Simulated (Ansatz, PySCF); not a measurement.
Spin states of O2Pt (SMILES [O]=[Pt]=[O]), each relaxed with B3LYP-D3(BJ)/def2-TZVP.
State 1 (charge 0, multiplicity 1):
```
atom    x (Å)    y (Å)    z (Å)
----  -------  -------  -------
Pt    -0.0098   0.0148  -0.0220
O      1.2903   0.2215  -1.0951
O     -1.3137  -0.1889   1.0468
```
State 2 (charge 0, multiplicity 3):
```xyz
3

Pt     0.2285    -0.1624     0.2337
O      1.1276     0.3031    -1.1869
O     -1.3892    -0.0933     0.8829
```

Singlets are restricted, other states unrestricted; no spin–orbit coupling, no relativity up to Kr; see below for the cores. The largest T1 diagnostic is 0.066.

Correlated levels freeze the inner cores; with def2 sets outer-core shells near the valence are correlated too.

Run with Ansatz (Gaussian basis) for Hartree–Fock, density functionals and correlated methods; PySCF for the dispersion terms. Each number belongs to the level named beside it. In def2 rows elements past Kr take small-core potentials, without spin–orbit coupling.

PBE/def2-TZVPP gives 124.7 kJ/mol for the energy of the multiplicity-3 state less that of the multiplicity-1 state.

Question: Where do these levels fall relative to PBE: PBE-D3(BJ)/def2-TZVPP, r2SCAN/def2-TZVPP, PBE0/def2-TZVPP, wB97M-V/def2-TZVPP, B2PLYP/def2-TZVPP, CCSD(T)/def2-SVP.

Answer: PBE-D3(BJ)/def2-TZVPP 0.0; r2SCAN/def2-TZVPP -10.6; PBE0/def2-TZVPP -18.7; wB97M-V/def2-TZVPP -15.1; B2PLYP/def2-TZVPP 129.4; CCSD(T)/def2-SVP 66.3 kJ/mol. 2 of 6 lie above PBE; the widest gap is to B2PLYP/def2-TZVPP.

Doubts at one or more of the structures used: a restricted determinant that unrestricted orbitals would lower (B2PLYP/def2-TZVPP, CCSD(T)/def2-SVP); T1 above 0.05 (CCSD(T)/def2-SVP).

Ansatz is a program for electronic structure.
